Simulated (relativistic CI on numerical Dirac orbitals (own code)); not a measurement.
## Hyperfine structure of Cs XXVII, mass number 135

Calculated at this level of theory: Dirac-Coulomb-Breit CI, separate exchange-only KLI orbitals for each configuration, QED by a radiative potential, unscaled Slater integrals (own radial code, finite nucleus).

Configurations in the expansion (outside the closed core [Ar]): 3d10 4s, 3d10 4p, 3d10 4d, 3d10 4f, 3d10 5s, 3d10 5p, 3d10 5d, 3d10 5f, 3d10 5g, 3d9 4p2, 3d10 6s, 3d10 6p, 3d10 6d, 3d8 4s 4p2, 3d9 4s2, 3d10 6f. Levels of other configurations are missing.

Nuclear spin I = 7/2, μ = 2.7283 μN, Q = 0.048 b (tables of Stone and Pyykkö). The electronic factors are computed for point nuclear moments, without core polarisation or the Bohr-Weisskopf and QED corrections.

```
          Level   E (eV)  A (GHz)  B (GHz)
 3d10 4s 2S_1/2    0.000    301.7         
3d10 4p 2P°_1/2   55.105    90.58         
3d10 4p 2P°_3/2   75.308    13.64     1.63
 3d10 4d 2D_3/2  164.460    6.423    0.257
 3d10 4d 2D_5/2  168.480    2.649    0.339
3d10 4f 2F°_5/2  263.413    1.144   0.0729
3d10 4f 2F°_7/2  263.996   0.6305   0.0839
 3d10 5s 2S_1/2  380.009    136.1
```

Levels with J = 0, under 50 % of one LS term, or S terms without an open s electron are left out. Small factors come from cancelling terms and can be off by tens of per cent or more.

At this charge energies of transitions that change n are usually good to better than 1 %, and those within a shell (Δn = 0) to a few per cent.

**Question.** Give the hyperfine levels of 3d10 4s 2S_1/2 relative to its centre of gravity.

**Answer.** With K = F(F + 1) − I(I + 1) − J(J + 1), E = AK/2: F = 3: -678.9, F = 4: 528.1 GHz.

LS names give the leading component of a level, which can be under half, so a name can repeat, a term be missing and a line seem to break the LS rules.
